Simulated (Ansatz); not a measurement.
Reaction (formal exchange of groups at a C–N bond): `CC(C)[NH][Ti]([OH])([OH])[OH]` + `[SnH4]` → `C[CH](C)[SnH3]` + `[NH2][Ti]([OH])([OH])[OH]`

Calculated with Ansatz (gas phase, PBE0-D4/def2-TZVP geometries, no zero-point term in ΔE). CBS: MP2 limit from def2 TZ/QZ plus the TZ coupled-cluster correction, frozen cores. DFT in def2-TZVPP. def2 core potentials past Kr. For Sn, Ti outer-core shells are correlated without core-valence functions, which leaves a few kJ/mol of doubt a bond. Scalar relativity is left out up to krypton. Each species was taken in one conformer, which may not be the lowest.

(1) Is it downhill or uphill in electronic energy at CCSD(T)/CBS, and by how much? (Estimate.)

(2) What do these levels give: revPBE-D4, PBE0, CCSD/def2-SVP, CCSD/def2-TZVPP, HF/CBS(def2), CCSD/CBS(def2)? (Best estimate.)

Largest T1 diagnostic among the species: 0.024, so the coupled-cluster value is less sure than usual.

Answers

(1) The calculation gave: Downhill: ΔE = -6.9 kcal/mol.

(2) Ansatz gave: revPBE-D4 -5.0, PBE0 -6.1, CCSD/def2-SVP 1.5, CCSD/def2-TZVPP -5.7, HF/CBS(def2) -5.5, CCSD/CBS(def2) -7.4 kcal/mol.

The D4 term adds +1.2 kcal/mol with B3LYP and +0.8 kcal/mol with PBE0; it sums over pairs of atoms, weighted by their polarisabilities, and B3LYP, whose exchange is more repulsive, gets the larger term. At CCSD(T), def2-SVP lies +9.2 kcal/mol from the extrapolated value and def2-TZVPP +1.7 kcal/mol.

B3LYP here is the variant with VWN-RPA as its local correlation; programs differ in this.
